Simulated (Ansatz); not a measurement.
`[Cl][GeH2][Cl]` → Cl₂ + `[GeH2]` at 600 K and 1 bar (germylene formation by 1,1-elimination).

Isolated molecules relaxed with PBE0-D4/def2-TZVP in Ansatz; ΔE leaves out vibrations. CCSD(T)/CBS is the MP2 limit (def2-TZVPP, def2-QZVPP) plus CCSD(T) − MP2 in def2-TZVPP, frozen cores. This one scheme is used for every species. For Ge outer-core shells are correlated without core-valence functions, which leaves a few kJ/mol of doubt a bond. Scalar relativity is left out up to krypton.

```csv
species,CCSD(T)/CBS energy (Eh),H − E (kJ/mol),S (J/(mol·K))
`[Cl][GeH2][Cl]`,-2996.94498,87.0,354.5
Cl₂,-919.51390,23.2,247.3
`[GeH2]`,-2077.24753,50.4,247.2
```

H − E and S are ideal-gas, rigid-rotor, harmonic terms from PBE0-D4/def2-TZVP. 1 Eh = 2625.50 kJ/mol, R = 8.31446 J/(mol·K).

Task: By hand: ΔE, ΔH, ΔS and ΔG.

Result: ΔE = (-919.51390) + (-2077.24753) − (-2996.94498) = 0.18355 Eh = 481.9 kJ/mol. Δ(H − E) = 23.2 + 50.4 − 87.0 = -13.4, so ΔH = 468.5 kJ/mol. ΔS = 247.3 + 247.2 − 354.5 = 140.0 J/(mol·K). ΔG = 468.5 − 600 × (140.0)/1000 = 384.5 kJ/mol.

Task: By hand: the equilibrium constant, and the temperature at which ΔG would vanish if ΔH and ΔS stayed fixed.

Result: log₁₀ K = −ΔG/(RT ln 10) = -33.5. ΔG = 0 at ΔH/ΔS = 3346 K, far beyond where these terms or the molecules hold.

The number of gas molecules changes by +1, which sets the sign of ΔS. A doubt of 5 kJ/mol in ΔE shifts log₁₀ K by 0.4 here. These are equilibria of isolated gas molecules and say nothing of rates. Largest T1 diagnostic: 0.012 (customary marks: 0.02 for closed shells, 0.045 for open ones).
